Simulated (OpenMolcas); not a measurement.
# Co2+: effect of the metal basis

Co2+ with its 6 nearest bromide ions at 2.721 Å, on the Ca site of CsCaBr3 (a = 5.69 Å, distance in the model lattice 2.845 Å). The rest of the host is ab initio model potentials to 7.6 Å and point charges beyond; the distance is set by hand and nothing relaxes.

- Program: OpenMolcas
- Method: CASSCF
- Spin-orbit coupling: RASSI with atomic mean-field integrals over the reference wave functions

Fixed: ligand basis ANO-RCC-VDZP, active space 7 electrons in 5 orbitals (3d), DKH2 Hamiltonian.

States (labels of O, the rotations of Oh). Energies in cm-1 above the lowest state or level, χT in cm3 K/mol; under a threefold ground state the first gap can be a small split of the lowest multiplet, not the spin-orbit step; 10Dq and B are least-squares fits to the states below 45000 cm-1, weighted by degeneracy, with a free offset, and given where the rms deviation is under 5 % of |10Dq| (or 100 cm-1) and under 700 cm-1.

```
Run   Metal basis  Ground state  First state of that spin  10Dq  B (rms of fit)  First gap with spin-orbit (degeneracies)  χT at 300 K  First state of another spin                      Cost
  A  ANO-RCC-VDZP           4T1                  4T2 2438  3006       1187 (66)                              320.9 (2, 4)        4.042                     2E 17801   roughly 80 core-seconds
  B  ANO-RCC-VTZP           4T1                  4T2 2447  3010       1187 (65)                              321.0 (2, 4)        4.039                     2E 17806  roughly 2.2 core-minutes
```

Against A, |10Dq| changes by +0.1 % in B.

Costs are those of the RASSCF and RASSI steps.

An orbital triplet at a regular site is open to Jahn-Teller coupling, which can distort the site and quench the lowest spin-orbit gaps and is left out. Without dynamic correlation the repulsion within the d shell is too large (B by tens of per cent), so at a given field states of lower spin stand too high. Ligand-to-metal charge-transfer states are missing. With no ligand orbital active B as a rule stays too high, so bands that hang on it stand too high and its fall with covalency is understated. With metal d orbitals alone and no dynamic correlation the field as a rule comes out too small, by tens of per cent, by up to half for chloride and softer ligands, and with too little covalency χT stands high. No measured value stands beside these numbers; the geometry was set by hand and not optimised.
